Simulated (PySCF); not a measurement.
C2H5OS, SMILES [CH2]S(C)=O, multiplicity 2. Atoms are numbered in the order given.

```xyz
9

C      1.2025    -0.5600     0.9157
S      0.1493    -0.0866    -0.3867
C     -1.4901    -0.5228     0.3588
O      0.1697     1.4044    -0.6333
H      1.2506    -1.6394     1.1379
H      2.1087     0.0578     1.0184
H     -1.6326     0.1257     1.2427
H     -1.5055    -1.5955     0.6304
H     -2.2419    -0.3022    -0.4219
```
Charge 0, spin multiplicity 2.

Geometry: PBE-D3(BJ)/def2-SVP. The isomer is the one that the SMILES or the coordinates give; other isomers of the formula were not compared.

Two levels are set side by side: PBE/pcH-1 (PySCF) and B3LYP/pcH-1 (PySCF). Contact hyperfine couplings, same geometry. Differences are taken from unrounded values.

```
quantity                      B3LYP    PBE  PBE minus B3LYP
----------------------------  -----  -----  ---------------
A(iso) of 13C, atom C1 (MHz)  111.4   82.2            -29.1
A(iso) of 33S, atom S2 (MHz)   53.7   64.3             10.7
A(iso) of 13C, atom C3 (MHz)   85.0   90.6              5.6
A(iso) of 17O, atom O4 (MHz)   -2.6   -2.4              0.1
A(iso) of 1H, atom H5 (MHz)   -42.4  -38.3              4.1
A(iso) of 1H, atom H6 (MHz)   -48.9  -43.3              5.6
A(iso) of 1H, atom H7 (MHz)    -1.5   -0.8              0.7
A(iso) of 1H, atom H8 (MHz)    -5.5   -5.8             -0.3
A(iso) of 1H, atom H9 (MHz)    -2.2   -2.6             -0.4
```

Rough cost on one machine, each run with all the roots and properties that it gave: B3LYP against PBE about 1/2.
